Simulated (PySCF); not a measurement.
C₄H₅FSi, SMILES F[SiH2]/C=C\C#C. Atoms are numbered in the order given.

```xyz
11

C     -1.0204    -2.6712     0.0000
C      0.0134    -2.0398     0.0000
C      1.2074    -1.2347     0.0000
C      1.1512     0.1088     0.0000
Si    -0.4793     1.0238     0.0000
F     -0.1321     2.6192     0.0000
H     -1.9342    -3.2399     0.0000
H      2.1641    -1.7711     0.0000
H      2.0942     0.6688     0.0000
H     -1.2676     0.7286     1.2244
H     -1.2676     0.7286    -1.2244
```
Charge 0, spin multiplicity 1.

Geometry optimised at ωB97X-D3(BJ)/def2-SVP. The structure was generated by enumeration; whether it is a known compound was not checked. The values are those of a single conformer.

Calculation: SMD-PBE0/6-31G* run with PySCF.

Solvation free energies are E(SMD) − E(gas) at the gas-phase geometry, for 1 M in both phases. In vacuum the dipole moment is 1.88 D.

Q: Rank water, n-hexane, ethanol by solvation free energy, most negative first.

A: ethanol (-3.3 kcal/mol), n-hexane (-2.5 kcal/mol), water (0.4 kcal/mol)
